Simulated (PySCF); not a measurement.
**Correlation energy of P (phosphorus, neutral)**

[Ne] 3s2 3p3, high-spin 4S determinant. Computed with PySCF 2.14 in def2-SVP (4s3p1d, 18 functions), with the non-relativistic Hamiltonian (point nucleus). Frozen: [Ne]; 5 electrons correlated.

MP2 pair energies summed by pair of shells (mhartree):

```tsv
pair	energy	share (%)
3s-3p	-39.44	64.2
3p-3p	-13.76	22.4
3s-3s	-8.19	13.3
```

Total MP2 correlation energy: -61.39 mhartree.

Same-spin part -16.19 and opposite-spin part -45.21 mhartree; SCS-MP2 scales them by 1/3 and 6/5 to -59.64 mhartree.

```tsv
level	correlation energy (mhartree)
CCSD	-78.46
(T)	-1.02
CCSD(T)	-79.48
```

Diagnostics: T1 = 0.0053, D1 = 0.0078, largest double amplitude 0.061.

Cost of the coupled-cluster step: 0.11 s of wall time on 1 thread of Neoverse-N1 (shared host), for 5 correlated electrons.
